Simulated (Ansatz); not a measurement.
Ansatz (a program for electronic structure) input (PBE0/def2-TZVPD):

Ansatz 0.2 input:
```yaml
crystal:
  periodic: [false, false, false]
  atoms:
    - {symbol: H, position_ang: [0.00000000, 0.00000000, 0.00000000]}
basis:
  gaussian:
    orbitals: def2-TZVPD
hamiltonian:
  xc: {name: PBE0}
magnetization: {spin_polarized: true, initial_magnetization: 1}
scf: {lower_state_search: full}
```

Output:

```
Functional definition: PBE0
integrals: 0.00 GiB planned
44 factors; their error is unknown
mean field: 0.04 GiB planned
mean field evaluation 1: about -13.6329 eV, gradient 2.9e-1 eV
mean field evaluation 2: about -13.6341 eV, gradient 1.5e-2 eV
mean field evaluation 4: about -13.6339 eV, gradient 6.1e-4 eV
mean field evaluation 8: about -13.6327 eV, gradient 2.9e-1 eV
mean field evaluation 16: about -13.6339 eV, gradient 6.2e-4 eV
mean field -13.63387629 eV, -0.5010357123 hartree, gradient 7.4e-7 eV, S^2 0.750000; 2 other end points of the search recorded, 0 dependent functions left out
reference -13.63389210 eV, -0.5010362932 hartree; 1, 0 occupied and 8, 9 virtual orbitals, 44 factors
Total energy: -13.63389210 eV, -0.5010362932 hartree
```
